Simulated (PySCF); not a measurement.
Be(Me)2 cation (C2H6Be), SMILES [CH3][Be][CH3] (connectivity only; charge and spin as stated), charge +1, multiplicity 2.

The structure is a stationary point at r2SCAN-D4/def2-TZVP. The multiplicity is an assumed one; other spin states were not compared. The isomer is the one that the SMILES or the coordinates give; other isomers of the formula were not compared.

Calculation: PBE/def2-TZVPD run with PySCF.

Isolated molecule, no solvent.

Problem. Estimate the frontier levels, dipole moment and polarisability. (The exact figures need the calculation; the answer reports its results.)

Solution. 
The α spin, highest occupied and lowest empty level comes out as -13.73 and -6.76 eV and the β spin, highest occupied and lowest empty level is -13.44 and -12.54 eV. The dipole moment about the centre of nuclear charge is 0.00 D and the mean static polarisability is 59.6 bohr³ (8.83 Å³). The polarisability, principal values is 33.0, 33.0, 112.6 bohr³ and the ⟨S²⟩ is 0.755 (pure state 0.75).
